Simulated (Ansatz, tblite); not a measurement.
Adding an electron: Ge5H4⁺. The state is a doublet with charge 1. Geometry: r2SCAN-D4/def2-SVP. Ansatz, gas phase; energy differences of separate SCF runs; the reduced species is a singlet (the triplet lies 1.86 eV higher at PBE0-D4/def2-TZVP).

Cartesian coordinates in Å:
```
Ge 0.609 1.622 -0.890
Ge 0.114 -1.661 -0.270
Ge 2.081 -0.180 -0.073
Ge -1.643 0.477 -0.802
Ge -0.149 0.328 1.187
H 0.808 3.105 -0.538
H -0.520 0.374 2.662
H -0.478 -2.974 0.237
H -0.821 -1.092 -1.513
```

The xTB rows come from tblite. The structure comes from a short search, and lower isomers may exist.

Estimate orbital energies and vertical electron affinities at: GFN1-xTB; GFN2-xTB; PBE-D4/def2-TZVP; PBE0-D4/def2-TZVP.


| level | −HOMO (eV) | −LUMO (eV) | vertical EA (eV) | HOMO–LUMO gap (eV) |
| --- | --- | --- | --- | --- |
| GFN1-xTB | – | – | 11.90 | – |
| GFN2-xTB | – | – | 11.14 | – |
| PBE-D4/def2-TZVP | 9.79 | 9.18 | 6.92 | 0.61 |
| PBE0-D4/def2-TZVP | 10.66 | 8.54 | 6.99 | 2.13 |

  HOMO and LUMO are the levels of the spin that leaves or enters (xTB has no such levels and no spin-polarisation term). Other spin states of the ions may lie lower, which would lower the ionisation energy or raise the affinity. Raw xTB energy differences between charge states are shifted by several eV; the methods need an empirical correction for them.
